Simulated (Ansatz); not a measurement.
Ansatz (a quantum-chemistry and plane-wave program) input (B3LYP/6-31G*):

Ansatz 0.2 input:
```yaml
crystal:
  periodic: [false, false, false]
  atoms:
    - {symbol: Si, position_ang: [-0.57094200, 0.00991700, 0.60583600]}
    - {symbol: F, position_ang: [-1.12171700, -1.20912200, -0.38883800]}
    - {symbol: F, position_ang: [-1.04384300, 1.28641500, -0.35629900]}
    - {symbol: Cl, position_ang: [1.61666100, -0.04908700, -0.10444000]}
basis:
  gaussian:
    orbitals: 6-31G*
hamiltonian:
  xc: {name: B3LYP}
total_charge: -1
relax: {f_tol: 0.003, max_steps: 120}
```

From the output:

```
mean field evaluation 2: about -25838.9826 eV, gradient 9.0e0 eV
mean field evaluation 4: about -25839.2031 eV, gradient 4.1e-1 eV
mean field evaluation 8: about -25839.2150 eV, gradient 3.0e-2 eV
mean field -25839.21503108 eV, -949.5736379431 hartree, gradient 2.3e-5 eV, S^2 0.000000; 0 other end points of the search recorded, 0 dependent functions left out
the calculation of the forces begins
reference -25839.21523791 eV, -949.5736455440 hartree; 25, 25 occupied and 43, 43 virtual orbitals, 636 factors
relax step   1: F+E_penalty+E_count = -25839.21503108 eV  Δ(F+E_penalty+E_count) = +0.000e0 eV  max|allowed force component| = 1.743e-1 eV/Å  Δτ_max = 0.0000 Å  (26 SCF iters, accepted)
these checks for a lower state are left out or cut short: starts, cluster_reference, orbital_swaps, neighbouring_geometries, increment
integrals: 0.02 GiB planned
636 factors; integrals over basis functions are off by at most 1.9e-4 eV
mean field: 0.20 GiB planned
mean field evaluation 16: about -25839.1840 eV, gradient 1.8e0 eV
mean field -25839.21183692 eV, -949.5735205601 hartree, gradient 1.5e-5 eV, S^2 0.000000; 0 other end points of the search recorded, 0 dependent functions left out
the calculation of the forces begins
reference -25839.21204435 eV, -949.5735281830 hartree; 25, 25 occupied and 43, 43 virtual orbitals, 636 factors
relax step   2: F+E_penalty+E_count = -25839.21183692 eV  Δ(F+E_penalty+E_count) = +3.194e-3 eV  max|allowed force component| = 2.917e-1 eV/Å  Δτ_max = 0.0402 Å  (28 SCF iters, rejected (line search))
these checks for a lower state are left out or cut short: starts, cluster_reference, orbital_swaps, neighbouring_geometries, increment
integrals: 0.02 GiB planned
636 factors; integrals over basis functions are off by at most 1.7e-4 eV
mean field: 0.20 GiB planned
mean field -25839.21804774 eV, -949.5737488033 hartree, gradient 1.4e-5 eV, S^2 0.000000; 0 other end points of the search recorded, 0 dependent functions left out
the calculation of the forces begins
reference -25839.21825480 eV, -949.5737564126 hartree; 25, 25 occupied and 43, 43 virtual orbitals, 636 factors
relax step   3: F+E_penalty+E_count = -25839.21804774 eV  Δ(F+E_penalty+E_count) = -3.017e-3 eV  max|allowed force component| = 1.566e-1 eV/Å  Δτ_max = 0.0197 Å  (29 SCF iters, accepted)
these checks for a lower state are left out or cut short: starts, cluster_reference, orbital_swaps, neighbouring_geometries, increment
integrals: 0.02 GiB planned
636 factors; integrals over basis functions are off by at most 1.7e-4 eV
mean field: 0.20 GiB planned
mean field evaluation 32: about -25839.2067 eV, gradient 3.0e-1 eV
mean field -25839.21853305 eV, -949.5737666382 hartree, gradient 1.6e-5 eV, S^2 0.000000; 0 other end points of the search recorded, 0 dependent functions left out
the calculation of the forces begins
reference -25839.21874024 eV, -949.5737742523 hartree; 25, 25 occupied and 43, 43 virtual orbitals, 636 factors
relax step   4: F+E_penalty+E_count = -25839.21853305 eV  Δ(F+E_penalty+E_count) = -4.853e-4 eV  max|allowed force component| = 9.629e-2 eV/Å  Δτ_max = 0.0089 Å  (24 SCF iters, accepted)
these checks for a lower state are left out or cut short: starts, cluster_reference, orbital_swaps, neighbouring_geometries, increment
integrals: 0.02 GiB planned
636 factors; integrals over basis functions are off by at most 1.7e-4 eV
mean field: 0.20 GiB planned
mean field -25839.21875860 eV, -949.5737749270 hartree, gradient 8.4e-6 eV, S^2 0.000000; 0 other end points of the search recorded, 0 dependent functions left out
the calculation of the forces begins
reference -25839.21896584 eV, -949.5737825430 hartree; 25, 25 occupied and 43, 43 virtual orbitals, 636 factors
relax step   5: F+E_penalty+E_count = -25839.21875860 eV  Δ(F+E_penalty+E_count) = -2.256e-4 eV  max|allowed force component| = 1.990e-2 eV/Å  Δτ_max = 0.0036 Å  (24 SCF iters, accepted)
these checks for a lower state are left out or cut short: starts, cluster_reference, orbital_swaps, neighbouring_geometries, increment
integrals: 0.02 GiB planned
636 factors; integrals over basis functions are off by at most 1.7e-4 eV
mean field: 0.20 GiB planned
mean field -25839.21877138 eV, -949.5737753966 hartree, gradient 7.0e-5 eV, S^2 0.000000; 0 other end points of the search recorded, 0 dependent functions left out
the calculation of the forces begins
reference -25839.21897861 eV, -949.5737830122 hartree; 25, 25 occupied and 43, 43 virtual orbitals, 636 factors
relax step   6: F+E_penalty+E_count = -25839.21877138 eV  Δ(F+E_penalty+E_count) = -1.278e-5 eV  max|allowed force component| = 6.088e-3 eV/Å  Δτ_max = 0.0011 Å  (20 SCF iters, accepted)
these checks for a lower state are left out or cut short: starts, cluster_reference, orbital_swaps, neighbouring_geometries, increment
integrals: 0.02 GiB planned
636 factors; integrals over basis functions are off by at most 1.7e-4 eV
mean field: 0.20 GiB planned
mean field -25839.21877302 eV, -949.5737754570 hartree, gradient 2.6e-5 eV, S^2 0.000000; 0 other end points of the search recorded, 0 dependent functions left out
the calculation of the forces begins
reference -25839.21898026 eV, -949.5737830728 hartree; 25, 25 occupied and 43, 43 virtual orbitals, 636 factors
relax step   7: F+E_penalty+E_count = -25839.21877302 eV  Δ(F+E_penalty+E_count) = -1.643e-6 eV  max|allowed force component| = 2.067e-3 eV/Å  Δτ_max = 0.0005 Å  (19 SCF iters, accepted)
integrals: 0.02 GiB planned
636 factors; integrals over basis functions are off by at most 1.7e-4 eV
mean field: 0.20 GiB planned
mean field evaluation 64: about -25839.2187 eV, gradient 2.3e-1 eV
mean field -25839.21877302 eV, -949.5737754570 hartree, gradient 2.6e-5 eV, S^2 0.000000; 1 other end points of the search recorded, 0 dependent functions left out
the calculation of the forces begins
reference -25839.21898026 eV, -949.5737830728 hartree; 25, 25 occupied and 43, 43 virtual orbitals, 636 factors
Total energy: -25839.21898026 eV, -949.5737830728 hartree
Atom 0 at    -0.578717     0.010260     0.598156 Å, force    -0.000772    -0.000003     0.002067 eV/Å
Atom 1 at    -1.131417    -1.211094    -0.385712 Å, force     0.000142     0.000538    -0.000722 eV/Å
Atom 2 at    -1.053404     1.288905    -0.353115 Å, force     0.000109    -0.000527    -0.000736 eV/Å
Atom 3 at     1.643697    -0.049949    -0.103069 Å, force     0.000521    -0.000008    -0.000610 eV/Å
Dipole moment:    -0.205319     0.007194    -0.060377 e Å
```

The dipole moment of an ion depends on the origin.

The geometry given is a B3LYP-D3(BJ)/def2-TZVP minimum.
